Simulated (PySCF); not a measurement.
How methods differ on the ionisation energy of Sr¹⁹⁺

Sr¹⁹⁺ [Ar] 3d1 [3d3/2^1, M_J = 3/2] → Sr²⁰⁺ [Ar], as a difference of total energies. All numbers are calculated (PySCF 2.14, the two-component X2C-1e Hamiltonian, in an even-tempered Gaussian basis (16 s from 2.1 bohr⁻², ratio 2.8; 12 p from 2.7 bohr⁻², ratio 2.8; 8 d from 2.7 bohr⁻², ratio 2.8; 4 f from 8 bohr⁻², ratio 3)). Correlated levels: [Ne] frozen; the 74 highest virtual spinors dropped. "Screened" scales the spin-orbit matrix elements by Boettger's factors to mimic the two-electron term; Breit and QED terms are absent.

| method | ionisation energy (eV) |
| --- | --- |
| GHF (spin-free) | 773.24 |
| GMP2 (spin-free) | 773.27 |
| GHF (screened spin-orbit) | 774.81 |
| GMP2 (screened spin-orbit) | 774.86 |

Breit and QED terms and the two-electron picture change are absent.

The spin-free rows lack the spin-orbit shift.

For comparison: 774 ± 4 eV (theoretical estimate listed by NIST; NIST Atomic Spectra Database, ionization energies).
